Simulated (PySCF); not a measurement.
NICS in isomers of C7H11PSi.

NICS is the negative of the GIAO shielding at a point without a nucleus: at the ring centre (0) and 1 Å above and below it (1); zz is the component along the ring normal. Level: GIAO PBE0/pcSseg-1 (PySCF, non-relativistic, gas phase) on the GFN2-xTB geometries, one conformer each. Atom numbers follow the mapped SMILES.

Question: Order these rings by mean NICS(1)zz, lowest (most negative) first (ppm).
A. ring C3–C4–C5–C7–P9 in `[CH2:1]=[CH:2][c:3]1[cH:4][c:5]([CH3:6])[c:7]([SiH3:8])[pH:9]1`
B. ring C3–C4–C5–C6–C8–P9 in `[CH3:1][CH2:2][c:3]1[cH:4][cH:5][c:6]([SiH3:7])[cH:8][p:9]1`
C. ring C2–C3–C4–C5–C8–C9 in `[CH3:1][c:2]1[cH:3][cH:4][c:5]([PH:6][SiH3:7])[cH:8][cH:9]1`
D. ring C2–C3–C4–P5–C9 in `[SiH3:1][c:2]1[cH:3][cH:4][p:5]([CH:6]2[CH2:7][CH2:8]2)[cH:9]1`

Answer: C (-26.8), B (-25.7), D (-11.3), A (-8.7).

```tsv
SMILES	ring	NICS(0)	NICS(1)	NICS(1)zz	HOMA	rms pucker (Å)	ring atoms with four or more neighbours
Cc1ccc(P[SiH3])cc1	6-membered carbocycle; formal bonds all aromatic	-8.1	-10.9	-26.8	0.99	0.00	0
CCc1ccc([SiH3])cp1	6-membered ring with P; formal bonds all aromatic	-7.0	-10.4	-25.7	0.93	0.00	0
[SiH3]c1ccp(C2CC2)c1	5-membered ring with P; bonds drawn aromatic by RDKit's count	-3.4	-5.9	-11.3	0.09	0.04	0
C=Cc1cc(C)c([SiH3])[pH]1	5-membered ring with P; bonds drawn aromatic by RDKit's count	-2.8	-5.3	-8.7	0.09	0.04	0
```

NICS(0) gives the same order. The isotropic NICS(1) gives the same order. Over the 4 rings with a HOMA value its correlation coefficient with NICS(1)zz is -0.99. HOMA uses Krygowski's 1993 parameters. NICS(1) and NICS(1)zz are means over the two faces.
